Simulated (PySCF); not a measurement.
Compound: C3H7ClO2S.
InChI=1S/C3H7ClO2S/c1-3(2)7(4,5)6/h3H,1-2H3

Computed with TDDFT wB97X-D/def2-SVPD, vertical, gas phase, core orbitals frozen in the response (PySCF 2.14.0, density-fitted response routines). Geometry: PBE0-D3(BJ)/def2-SVP, one conformer, isolated molecule. Torsions of this conformer, `[CH3:1][CH:2]([CH3:3])[S:4](=[O:5])(=[O:6])[Cl:7]`: C1–C2–S4–O5 177°.

Each state is given a Gaussian of 0.4 eV full width at half maximum, with ε(max) = 2.175×10⁸ f / Δν̃ (Δν̃ the width in cm⁻¹). The cross-section is σ = 3.8235×10⁻²¹ ε cm², given in Mb (10⁻¹⁸ cm²). The width is an assumption, not a result. The curve ends short of the highest state used, and states not computed would add to its high-energy end.

| λ (nm) | σ (Mb) |
| --- | --- |
| 178.7 | 0.45 |
| 181.2 | 0.17 |
| 183.6 | 0.34 |
| 186.1 | 1.27 |
| 188.5 | 3.61 |
| 191.0 | 8.16 |
| 193.5 | 14.19 |
| 195.9 | 19.21 |
| 198.4 | 21.13 |
| 200.8 | 19.11 |
| 203.3 | 14.37 |
| 205.7 | 9.40 |
| 208.2 | 5.31 |
| 210.7 | 2.78 |
| 213.1 | 1.55 |
| 215.6 | 1.05 |
| 218.0 | 0.96 |
| 220.5 | 1.01 |
| 222.9 | 1.02 |
| 225.4 | 0.94 |
| 227.9 | 0.78 |
| 230.3 | 0.58 |
| 232.8 | 0.38 |
| 235.2 | 0.23 |
| 237.7 | 0.13 |
| 240.1 | 0.07 |
| 242.6 | 0.03 |
| 245.1 | 0.01 |
| 247.5 | 0.01 |
| 250.0 | 0.00 |

Task: Where are the band maxima, and which computed states make them?

Result: 222 nm (5.58 eV), ε about 270, made up of S1 (96%); 198 nm (6.25 eV), ε about 5500, made up of S3 (95%) (ε in L mol⁻¹ cm⁻¹; maxima over ε = 5, shares over 10%). At its high-energy end, 6.94 eV, the curve is still rising (ε about 120, from S5 and S6). The states used: S1 5.56 eV (f 0.0039); S2 6.03 eV (f 0.0043); S3 6.26 eV (f 0.078); S4 6.35 eV (f 0.0022); S5 7.28 eV (f 0.011); S6 7.54 eV (f 0.172).

Task: Coming from long wavelengths, where does ε first pass 100 L mol⁻¹ cm⁻¹?

Result: At about 233 nm (5.33 eV), 0.23 eV below S1.

Task: What would ε be at 6.25 eV, the highest of these maxima, with half the width (0.2 eV)?

Result: About 10700 L mol⁻¹ cm⁻¹ against 5530, a factor of about 1.9; a lone state at its own centre would give exactly 2.

Task: On this curve, what absorbance would a 10⁻³ mol/L sample give at 248 nm over a 1 cm path?

Result: 248 nm is 4.999 eV, where ε is about 1.1 L mol⁻¹ cm⁻¹, so A = ε c l ≈ 0.0011 (Beer–Lambert, with the gas-phase spectrum and the assumed width).
